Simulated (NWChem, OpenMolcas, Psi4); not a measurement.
# How methods differ on C2HClFIn (SMILES C#[C][In]([F])[Cl])

C2HClFIn has 6 atoms, charge 0, and is taken as a singlet. SMILES: `C#[C][In]([F])[Cl]`. Geometry: relaxed at PBE0-D4/def2-TZVP.

Each level gives the dipole moment (D). The values are calculated.

```json
{"level": "HF/def2-SVP (core potential)", "kind": "Hartree–Fock", "program": "NWChem", "value (D)": "3.66", "CPU time": "26 s"}
{"level": "BLYP/def2-SVP (core potential)", "kind": "GGA", "program": "OpenMolcas", "value (D)": "2.87", "CPU time": "22 s"}
{"level": "BP86/def2-SVP (density fitting, core potential)", "kind": "GGA", "program": "Psi4", "value (D)": "2.94", "CPU time": "9.3 s"}
{"level": "M06-L/def2-SVP (core potential)", "kind": "meta-GGA", "program": "OpenMolcas", "value (D)": "3.15", "CPU time": "30 s"}
{"level": "TPSS/def2-SVP (core potential)", "kind": "meta-GGA", "program": "OpenMolcas", "value (D)": "3.01", "CPU time": "27 s"}
{"level": "r2SCAN/def2-SVP (core potential)", "kind": "meta-GGA", "program": "OpenMolcas", "value (D)": "3.15", "CPU time": "27 s"}
{"level": "BHLYP/def2-SVP (core potential)", "kind": "global hybrid", "program": "OpenMolcas", "value (D)": "3.35", "CPU time": "18 s"}
{"level": "PBE0/def2-SVP (core potential)", "kind": "global hybrid", "program": "NWChem", "value (D)": "3.20", "CPU time": "23 s"}
```

The values span 2.87 to 3.66 D. Magnitudes only. CPU times are rough (shared hosts, several kinds of processor): they show what a rung costs within a factor of a few.
